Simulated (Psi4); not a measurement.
disilazane (H7NSi2), singlet, geometry from GFN2-xTB. Base run: Psi4 with HF/STO-3G.

Psi4 was given this input:
```
memory 2 GB

molecule {
0 1
  Si    1.49303295   -0.29467355    0.37775681
  N     0.07177708   -0.11245754   -0.59500001
  Si   -1.52266963    0.35803387   -0.10940318
  H     2.60085977   -0.44841929   -0.56612732
  H     1.61644865    0.91435503    1.18804151
  H     1.41022821   -1.47096761    1.25316965
  H     0.11743383   -0.57014488   -1.49085173
  H    -2.18929653   -0.69189990    0.67169837
  H    -2.25767966    0.60314487   -1.35098125
  H    -1.38552039    1.56409001    0.70310006
}

set basis sto-3g

energy('scf')
print_variables()
```

The base run was repeated with changes; each row names its change, and settings that it needs were set with it.

| change | ΔE vs base (µEh) | SCF cycles | basis functions |
|---|---|---|---|
| base | 0.0 | 7 | 30 |
| puream = true | 0.0 | 7 | 30 |
| guess = modhuckel | 0.0 | 8 | 30 |
| diis_max_vecs = 3 | 0.0 | 7 | 30 |
| guess = core | 0.0 | 10 | 30 |
| basis_guess = sto-3g | 0.0 | 1 | 30 |
| basis_guess = true | 0.0 | 6 | 30 |
| e_convergence = 1e-10 | 0.0 | 8 | 30 |
| df_basis_scf = cc-pvqz-jkfit | 557 | 7 | 30 |
| scf_type = pk | 688 | 7 | 30 |
| ints_tolerance = 1e-8 | 0.0 | 7 | 30 |
| d_convergence = 1e-8 | 0.0 | 9 | 30 |
| scf_type = mem_df | 0.0 | 7 | 30 |
